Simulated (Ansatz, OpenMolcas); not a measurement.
OpenMolcas → Ansatz

This OpenMolcas 26.06 job computes CH2F3Si (SMILES [CH2][Si](F)(F)F):

input.xyz:
```
7

C     -0.691800     0.401700     0.763500
Si     0.442900    -0.260900    -0.483500
F      0.009400     0.178500    -1.934200
F      0.495400    -1.838000    -0.481100
F      1.916900     0.241300    -0.236600
H     -1.731100     0.616200     0.542200
H     -0.380400     0.593100     1.784100
```

calc.inp:
```
&GATEWAY
  BasLib=$CurrDir
  Coord=input.xyz
  Basis=STO-3G
  Group=NoSym

&SEWARD

&SCF
  UHF
  Spin=2
  Thresholds=1e-10 1e-07 1e-07 1e-05
  PrOrbitals=1 1

&ALASKA
```

```bash
$ export MOLCAS_MEM=1860
$ pymolcas calc.inp > calc.log
```

(Basis files named in the input come from the Basis Set Exchange and aren't shown.)

The shape is that of a PBE0-D4/def2-TZVP optimisation.

It gives a total energy of -618.316009 Eh.

Question: Write the same calculation for Ansatz 0.2.0 as an input file of the program's own, asking for the energy.

Answer: For example:

job.yaml:
```yaml
crystal:
  periodic: [false, false, false]
  atoms:
    - symbol: C
      position_ang: [-0.691800, 0.401700, 0.763500]
    - symbol: Si
      position_ang: [0.442900, -0.260900, -0.483500]
    - symbol: F
      position_ang: [0.009400, 0.178500, -1.934200]
    - symbol: F
      position_ang: [0.495400, -1.838000, -0.481100]
    - symbol: F
      position_ang: [1.916900, 0.241300, -0.236600]
    - symbol: H
      position_ang: [-1.731100, 0.616200, 0.542200]
    - symbol: H
      position_ang: [-0.380400, 0.593100, 1.784100]
basis:
  gaussian:
    orbitals: STO-3G
magnetization:
  spin_polarized: true
  initial_magnetization: 1
hamiltonian:
  xc: hf
accuracy: high
output:
  orbitals: {seedname: orbitals}
```

```bash
$ ansatz run job.yaml --threads 1 --pin off --max-ram 3480MiB --events-out events.jsonl --progress --plain --runs-dir runs
```

Its energy is -618.316009 Eh, the same as the first but for the last digit, at most.
